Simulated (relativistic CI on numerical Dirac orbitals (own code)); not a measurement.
# Which ions of xenon radiate between 13.365 and 13.635 nm?

Mo/Si mirrors of EUV lithography reflect a band of ±1 % around 13.5 nm, and xenon was an early source material. Calculated with Dirac-Coulomb-Breit CI on KLI orbitals: all E1 lines from the levels of 4p⁶4dⁿ to 4dⁿ⁻¹4f, 4p⁵4dⁿ⁺¹, 4dⁿ⁻¹5p and 4dⁿ⁻¹5f, with Slater integrals scaled by 0.90 and by 0.85. Mean and σ are weighted by gf over the n = 4 arrays (4d-4f and 4p-4d); f is Σgf divided by the number of states of the lower configuration. Lines between excited configurations, which give much of the light of dense plasmas, and level populations are left out. † marks low charges where 4f has not yet contracted: much of the 4d-f strength lies in higher f orbitals and the continuum, which this list holds only as 5f, so these rows are unreliable and stay out of the ranking.

```
   Ion   n  Mean, 0.90 (nm)  σ (nm)  f, n = 4  Mean, 0.85  Mean, no mixing  σ, no mixing  4d-5p mean  f in band, 0.90  f in band, 0.85
Xe⁸⁺ †  10            11.84    0.14      9.54       11.96            11.43          0.13       16.44             0.00             0.00
  Xe⁹⁺   9            11.30    0.36     10.56       11.41            11.31          0.54       14.81             0.03             0.04
 Xe¹⁰⁺   8            10.98    0.42     10.59       11.08            11.30          0.72       13.42             0.52             0.54
 Xe¹¹⁺   7            10.75    0.34      9.84       10.86            11.36          0.82       12.20             0.01             0.01
 Xe¹²⁺   6            10.64    0.39      8.27       10.74            11.45          0.86       11.02             0.01             0.01
 Xe¹³⁺   5            10.63    0.50      5.88       10.73            11.53          0.86       10.54             0.01             0.01
 Xe¹⁴⁺   4            10.59    0.49      7.64       10.70            11.57          0.84       10.03             0.01             0.01
 Xe¹⁵⁺   3            10.63    0.54      7.09       10.73            11.55          0.84        9.16             0.01             0.02
 Xe¹⁶⁺   2            10.69    0.59      6.45       10.80            11.44          0.84        8.56             0.02             0.03
 Xe¹⁷⁺   1            10.78    0.63      5.89       10.89            11.22          0.83        8.05             0.08             0.06
```

Q: Which charge states feed the band, how sure is the ranking, and what does configuration mixing do?

A: With the scale 0.90 most strength in the band comes from Xe¹⁰⁺, with 0.85 from Xe¹⁰⁺, and their light in the band comes mainly from lines to n = 5. Lowering the scale by 0.05 moves the n = 4 arrays by 0.11 nm on average, against a band of 0.27 nm, so Xe¹⁰⁺ leads at both scales, while the rest of the ranking is uncertain. In Xe¹²⁺, Xe¹³⁺ the 4d-5p array crosses the n = 4 arrays and takes part of their strength under its label. For Xe¹¹⁺, near the middle of the shell, mixing moves the mean from 11.36 to 10.75 nm and σ from 0.82 to 0.34 nm: the 4d-4f and 4p-4d excitations share their strength, which collects at the high-energy end. The means of the higher charges stay within 10.59 to 10.78 nm, so the n = 4 light of many ions piles up there.
